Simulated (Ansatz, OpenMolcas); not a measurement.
**A ladder of methods for C2H2Cl2Sn (SMILES C#[C][SnH]([Cl])[Cl])**

The species is C2H2Cl2Sn (7 atoms), meant as a singlet with charge 0. As SMILES, `C#[C][SnH]([Cl])[Cl]`. The coordinates come from a PBE0-D4/def2-TZVP relaxation.

Each level gives the vertical energy of the triplet above the singlet (eV). The values are calculated.

```tsv
level	kind	program	value (eV)	less CCSD(T)/def2-SVP	CPU time (all runs)
r2SCAN/def2-SVP (core potential)	meta-GGA	OpenMolcas	5.01	-0.54	3.6 min
BHLYP/def2-SVP (core potential)	global hybrid	OpenMolcas	5.20	-0.35	2.7 min
PBE0/def2-SVP (core potential)	global hybrid	Ansatz	5.14	-0.41	69 s
wB97M-V/def2-SVP (core potential)	range-separated hybrid	Ansatz	5.49	-0.06	7.9 min
B2PLYP/def2-SVP (core potential)	double hybrid	Ansatz	5.53	-0.02	1.8 min
RPA@PBE/def2-SVP (core potential)	RPA	Ansatz	5.63	+0.08	2.6 min
MP2/def2-SVP (core potential)	perturbation theory	Ansatz	5.98	+0.43	77 s
CCSD(T)/def2-SVP (core potential)	coupled cluster or CI	Ansatz	5.55	0.00	6.2 min
```

CCSD(T)/def2-SVP (core potential) is the highest level here, not the true value. Spin-orbit coupling, which can split open shells on such heavy atoms by tenths of an eV, is left out. The values span 5.01 to 5.98 eV. In the correlated wave-function rows the outer d shell of Sn is correlated, in sets not made for it. Times are those of the runs behind each value, whatever else they computed, on shared processors of several kinds: orders of magnitude only.
